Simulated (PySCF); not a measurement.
Oxygen: a sound run and one with changed settings

Sound run: O⁺ [He] 2s2 2p3, O²⁺ [He] 2s2 2p2. Calculation: PySCF 2.14, in cc-pVTZ; the non-relativistic Hamiltonian (point nucleus). In the sound run the correlated levels freeze 1s2. The sound run starts from symmetry-adapted Hartree-Fock orbitals and uses a fine grid where one is needed.

Changed run: a valence shell is frozen. This setting is unsound on purpose.

| species | method | sound run (hartree) | changed run (hartree) | converged |
| --- | --- | --- | --- | --- |
| O⁺ | MP2 | -74.46801 | -74.39384 | yes |
| O⁺ | CCSD(T) | -74.48467 | -74.39785 | yes |
| O²⁺ | MP2 | -73.17482 | -73.10760 | yes |
| O²⁺ | CCSD(T) | -73.19778 | -73.10908 | yes |

Ionisation energy of O⁺:

| method | sound run (eV) | changed run (eV) |
| --- | --- | --- |
| UHF | 34.568 | 34.568 |
| MP2 | 35.190 | 35.000 |
| SCS-MP2 | 34.934 | 34.712 |
| CCSD | 35.010 | 35.067 |
| CCSD(T) | 35.018 | 35.069 |

Freezing a valence shell removes pair correlation that changes on ionisation.

For comparison, NIST gives 35.121 eV between the lowest levels.
